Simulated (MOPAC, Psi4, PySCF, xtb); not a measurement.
Relaxed torsion scan: SMILES N[SiH2][SiH2]Br. Scanned: dihedral N1–Si2–Si3–Br4; all other coordinates were relaxed at B3LYP-D3(BJ)/def2-SVP. Points at φ and −φ are mirror images.

Geometry of the scan point at 180° (Å):
```
10

N     -1.5610     0.7295     0.0295
Si    -0.5647    -0.6031    -0.4820
Si     1.6746    -0.0434    -0.0516
Br     2.9462    -1.7867    -0.7233
H     -2.4893     0.8360    -0.3708
H     -1.5655     1.0109     1.0058
H     -0.7537    -0.7582    -1.9524
H     -0.8302    -1.9339     0.1564
H      2.1187     1.1608    -0.8088
H      1.9453     0.1899     1.3973
```

Levels: PBE/def2-TZVP // B3LYP-D3(BJ)/def2-SVP (Psi4); PBE-D3(BJ)/def2-TZVP // B3LYP-D3(BJ)/def2-SVP (Psi4); M06-2X/def2-TZVP // B3LYP-D3(BJ)/def2-SVP (Psi4); MP2/cc-pVTZ = DF-MP2 (frozen core)/cc-pVTZ // B3LYP-D3(BJ)/def2-SVP (Psi4); HF/cc-pVTZ // B3LYP-D3(BJ)/def2-SVP (Psi4); AM1, restricted, heats of formation // B3LYP-D3(BJ)/def2-SVP (MOPAC); GFN1-xTB // B3LYP-D3(BJ)/def2-SVP (xtb); RKS-B3LYP/6-31G* = PySCF 2.14.0 with restricted B3LYP/6-31G*, spherical d, density fitting // B3LYP-D3(BJ)/def2-SVP; RHF/6-31G* = restricted Hartree-Fock/6-31G*, spherical d, density fitting // B3LYP-D3(BJ)/def2-SVP in PySCF; RMP2/3-21G = restricted MP2 (frozen core)/3-21G // B3LYP-D3(BJ)/def2-SVP in PySCF.

Least-squares fit of E(φ) = a0 + Σ (a_n cos nφ + b_n sin nφ), n = 1 to 4, to the 12 scan points, in kJ/mol above the lowest point of each profile (levels whose profile four harmonics don't fit are not listed):

| method | a0 | a1 | b1 | a2 | b2 | a3 | b3 | a4 | b4 | rms of fit |
|---|---|---|---|---|---|---|---|---|---|---|
| PBE/def2-TZVP | 2.18 | -0.94 | 0.00 | -0.51 | 0.00 | 1.93 | 0.00 | 0.56 | 0.00 | 0.21 |
| PBE-D3(BJ)/def2-TZVP | 2.66 | -1.67 | 0.00 | -0.66 | 0.00 | 2.03 | 0.00 | 0.65 | 0.00 | 0.18 |
| M06-2X/def2-TZVP | 3.00 | -2.29 | 0.00 | -1.04 | 0.00 | 2.06 | 0.00 | 0.73 | 0.00 | 0.13 |
| MP2/cc-pVTZ | 3.16 | -1.85 | 0.00 | -0.57 | 0.00 | 2.41 | 0.00 | 0.69 | 0.00 | 0.19 |
| HF/cc-pVTZ | 2.13 | -0.11 | 0.00 | -0.09 | 0.00 | 2.12 | 0.00 | 0.43 | 0.00 | 0.19 |
| AM1 | 2.42 | 1.32 | 0.00 | -1.59 | 0.00 | -1.44 | 0.00 | -0.90 | 0.00 | 0.21 |
| GFN1-xTB | 2.11 | 0.30 | 0.00 | -1.80 | 0.00 | 0.07 | 0.00 | -0.22 | 0.00 | 0.19 |
| RKS-B3LYP/6-31G* | 1.80 | -0.21 | 0.00 | -0.55 | 0.00 | 1.99 | 0.00 | 0.57 | 0.00 | 0.29 |
| RHF/6-31G* | 1.99 | 0.32 | 0.00 | -0.17 | 0.00 | 2.19 | 0.00 | 0.54 | 0.00 | 0.23 |
| RMP2/3-21G | 5.29 | -3.10 | 0.00 | -3.02 | 0.00 | 1.28 | 0.00 | -0.20 | 0.00 | 0.27 |
